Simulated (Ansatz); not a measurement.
Ge23H32, a nanocrystal cut from cubic germanium. Charge 0, multiplicity 3. Geometry PBE-D4/def2-SVP, that of the neutral singlet; atoms count from 1.

Cartesian coordinates in Å:
```
Ge -2.387 3.382 -2.595
Ge -3.655 -3.016 -0.920
Ge 0.736 -3.914 -1.187
Ge 1.643 2.823 -2.771
Ge 3.083 -0.829 -2.078
Ge -0.843 -0.230 -1.889
Ge -2.436 1.799 1.154
Ge -0.852 -1.758 1.818
Ge 1.577 1.300 0.956
Ge 3.124 -2.433 1.546
Ge 1.288 0.029 4.822
Ge -3.133 -1.030 -2.247
Ge -0.566 1.846 -3.172
Ge -2.503 3.839 -0.194
Ge 0.891 -1.851 -2.502
Ge -3.087 -2.700 1.440
Ge 0.887 -3.367 1.197
Ge 3.353 1.198 -3.426
Ge 1.953 3.314 -0.394
Ge 3.302 -0.322 0.315
Ge -0.614 0.299 0.496
Ge -0.742 -1.185 4.201
Ge 1.677 1.922 3.325
H -2.207 4.725 -3.365
H -3.736 2.753 -3.055
H -5.174 -3.338 -1.043
H -2.869 -4.229 -1.490
H 1.932 -4.840 -1.569
H -0.580 -4.682 -1.502
H 1.797 4.131 -3.613
H 4.189 -1.867 -2.457
H -3.777 1.026 0.981
H -2.297 2.159 2.664
H 4.179 -3.431 0.976
H 3.426 -2.232 3.060
H 2.509 -0.929 4.768
H 1.158 0.545 6.286
H -3.375 -1.302 -3.762
H -4.090 0.123 -1.822
H -0.675 1.501 -4.693
H -3.819 4.617 0.111
H -1.313 4.751 0.217
H 0.766 -2.181 -4.024
H -3.202 -4.059 2.194
H -4.124 -1.726 2.075
H 0.713 -4.663 2.051
H 3.215 0.851 -4.938
H 4.775 1.792 -3.196
H 3.416 3.796 -0.153
H 0.998 4.453 0.068
H 4.705 0.321 0.562
H -1.973 -0.285 4.520
H -0.877 -2.480 5.057
H 0.566 2.988 3.565
H 3.047 2.595 3.635
```

Single mean-field runs in def2-SVP are fitted with def2-universal-jkfit. At PBE0-D4/def2-SVP a singlet of charge 0 lies 4.48 eV below the triplet at the same geometry.

Question: Estimate the Mulliken populations of the heavy atoms from the PBE0/def2-SVP orbitals of Ansatz.

Answer: 
```json
{"atom": "Ge1", "charge (e)": "0.10", "spin (α − β)": "-0.02"}
{"atom": "Ge2", "charge (e)": "0.09", "spin (α − β)": "0.01"}
{"atom": "Ge3", "charge (e)": "0.11", "spin (α − β)": "0.01"}
{"atom": "Ge4", "charge (e)": "0.02", "spin (α − β)": "-0.03"}
{"atom": "Ge5", "charge (e)": "-0.02", "spin (α − β)": "0.00"}
{"atom": "Ge6", "charge (e)": "-0.17", "spin (α − β)": "0.10"}
{"atom": "Ge7", "charge (e)": "0.10", "spin (α − β)": "0.08"}
{"atom": "Ge8", "charge (e)": "-0.16", "spin (α − β)": "0.49"}
{"atom": "Ge9", "charge (e)": "-0.17", "spin (α − β)": "0.11"}
{"atom": "Ge10", "charge (e)": "0.11", "spin (α − β)": "0.00"}
{"atom": "Ge11", "charge (e)": "0.08", "spin (α − β)": "0.00"}
{"atom": "Ge12", "charge (e)": "0.11", "spin (α − β)": "0.01"}
{"atom": "Ge13", "charge (e)": "0.01", "spin (α − β)": "0.16"}
{"atom": "Ge14", "charge (e)": "0.08", "spin (α − β)": "0.08"}
{"atom": "Ge15", "charge (e)": "0.03", "spin (α − β)": "0.01"}
{"atom": "Ge16", "charge (e)": "0.09", "spin (α − β)": "0.05"}
{"atom": "Ge17", "charge (e)": "-0.02", "spin (α − β)": "0.05"}
{"atom": "Ge18", "charge (e)": "0.12", "spin (α − β)": "0.01"}
{"atom": "Ge19", "charge (e)": "0.12", "spin (α − β)": "0.12"}
{"atom": "Ge20", "charge (e)": "0.01", "spin (α − β)": "0.00"}
{"atom": "Ge21", "charge (e)": "-0.17", "spin (α − β)": "0.40"}
{"atom": "Ge22", "charge (e)": "0.10", "spin (α − β)": "0.04"}
{"atom": "Ge23", "charge (e)": "0.12", "spin (α − β)": "0.00"}
```
Mulliken values and Mayer orders depend strongly on the basis.

Question: Where does the spin sit?

Answer: Summed by element: Ge 1.71, H 0.29, of 2 unpaired in all. Largest on single atoms: Ge8 0.49, Ge21 0.40, Ge13 0.16.

Question: And the Mayer bond orders between bonded heavy atoms (over 0.3)?

Answer: Ge1–Ge13 0.90 (2.45 Å); Ge1–Ge14 0.94 (2.45 Å); Ge2–Ge12 0.91 (2.44 Å); Ge2–Ge16 0.93 (2.45 Å); Ge3–Ge15 0.91 (2.45 Å); Ge3–Ge17 0.93 (2.45 Å); Ge4–Ge13 0.90 (2.45 Å); Ge4–Ge18 0.92 (2.45 Å); Ge4–Ge19 0.92 (2.45 Å); Ge5–Ge15 0.92 (2.46 Å); Ge5–Ge18 0.92 (2.45 Å); Ge5–Ge20 0.92 (2.46 Å); Ge6–Ge12 0.89 (2.45 Å); Ge6–Ge13 0.85 (2.46 Å); Ge6–Ge15 0.90 (2.45 Å); Ge6–Ge21 0.92 (2.45 Å); Ge7–Ge14 0.90 (2.45 Å); Ge7–Ge21 0.87 (2.45 Å); Ge8–Ge16 0.88 (2.45 Å); Ge8–Ge17 0.88 (2.45 Å); Ge8–Ge22 0.89 (2.45 Å); Ge9–Ge19 0.87 (2.45 Å); Ge9–Ge20 0.90 (2.45 Å); Ge9–Ge21 0.91 (2.45 Å); Ge9–Ge23 0.90 (2.45 Å); Ge10–Ge17 0.93 (2.45 Å); Ge10–Ge20 0.91 (2.45 Å); Ge11–Ge22 0.93 (2.45 Å); Ge11–Ge23 0.92 (2.45 Å).
